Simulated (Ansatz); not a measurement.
A run for Ansatz (a program for electronic structure): R-PBE0/def2-TZVPP on CH5GeNO (SMILES C[O][Ge][NH2]), a point of a torsion scan.

Ansatz 0.2 input:
```yaml
crystal:
  periodic: [false, false, false]
  atoms:
    - {symbol: C, position_ang: [-2.00921897, -0.01745359, 0.18233695]}
    - {symbol: O, position_ang: [-0.61805860, 0.10578728, 0.10070329]}
    - {symbol: Ge, position_ang: [1.02199561, 0.13562300, 0.73296161]}
    - {symbol: N, position_ang: [1.16171164, -1.54874058, 1.45377056]}
    - {symbol: H, position_ang: [-2.46546152, 0.96840819, 0.30906582]}
    - {symbol: H, position_ang: [-2.30638016, -0.65481408, 1.02028646]}
    - {symbol: H, position_ang: [-2.38521667, -0.46258779, -0.74341535]}
    - {symbol: H, position_ang: [1.98976468, -1.92260415, 1.89070423]}
    - {symbol: H, position_ang: [0.41904429, -2.23087771, 1.50720135]}
basis:
  gaussian:
    orbitals: def2-TZVPP
hamiltonian:
  xc: {name: PBE0}
scf: {lower_state_search: off}
```

The log:

```
WARN ansatz: RAYON_NUM_THREADS=1 ignored (pool sized by the plan → 1); use --threads N
Functional definition: PBE0
these checks for a lower state are left out or cut short: stability, starts, cluster_reference, orbital_swaps, neighbouring_geometries, increment
integrals: 0.12 GiB planned
1182 factors; their error is unknown
mean field: 1.09 GiB planned
mean field evaluation 1: about -61151.1012 eV, gradient 8.1e1 eV
mean field evaluation 2: about -61120.2629 eV, gradient 1.4e2 eV
mean field evaluation 4: about -61163.4558 eV, gradient 6.7e0 eV
mean field evaluation 8: about -61163.5422 eV, gradient 2.2e-1 eV
mean field evaluation 16: about -61163.8173 eV, gradient 6.4e-5 eV
mean field -61163.81727437 eV, -2247.7288265089 hartree, gradient 3.5e-6 eV, S^2 0.000000; 0 other end points of the search recorded, 0 dependent functions left out
reference -61163.81730331 eV, -2247.7288275723 hartree; 29, 29 occupied and 182, 182 virtual orbitals, 1182 factors
Total energy: -61163.81730331 eV, -2247.7288275723 hartree
Checks for a lower state left out: stability, starts, cluster_reference, orbital_swaps, neighbouring_geometries, increment
```

The calculation finished and met its thresholds.

Cost: roughly 6 core-seconds.
